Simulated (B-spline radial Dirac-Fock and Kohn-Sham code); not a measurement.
**Kohn-Sham estimates against Dirac-Fock for the levels of Au²⁹⁺**

System: gold as Au²⁹⁺ in the configuration [Kr] 4d10 4f4.

The density-functional columns are spherical, spin-unpolarised Dirac-Kohn-Sham results without Breit or QED terms: −ε is minus the orbital energy of the initial state and ΔSCF the difference of two total energies. The reference in the last column comes from relaxed Dirac-Fock hole states (ΔSCF) with Breit and QED corrections and a finite nucleus. All numbers are from a radial B-spline solver, in eV; a selection of levels is shown. The Kohn-Sham columns are given as differences from the reference. For the 1s level of heavy atoms much of the gap between ΔSCF and the reference is the Breit and QED part, -435.6 eV here; for other levels the error of the functional can be larger.

```
level  LDA −ε − DF  LDA ΔSCF − DF  Dirac-Fock
   1s       -205.1         +423.8     81754.8
   2s       -190.1          -56.8     15399.5
2p1/2       -137.0          +29.5     14771.2
2p3/2       -156.0          -13.2     12957.3
   3s       -109.4          -57.2      4466.2
3p1/2        -89.9          -34.9      4187.7
3p3/2        -88.8          -38.0      3779.7
3d3/2        -66.3           -8.2      3325.1
3d5/2        -67.9          -11.2      3239.2
   4s        -57.1          -29.2      1714.0
4p1/2        -47.2          -19.2      1592.3
4p3/2        -46.9          -20.4      1480.6
4d3/2        -29.8           -3.1      1280.0
4d5/2        -30.1           -3.8      1257.9
   4f        -25.1           +2.5      1019.7
```

Values without a named source are computed, but for edge energies of neutral atoms, which are taken from tables.
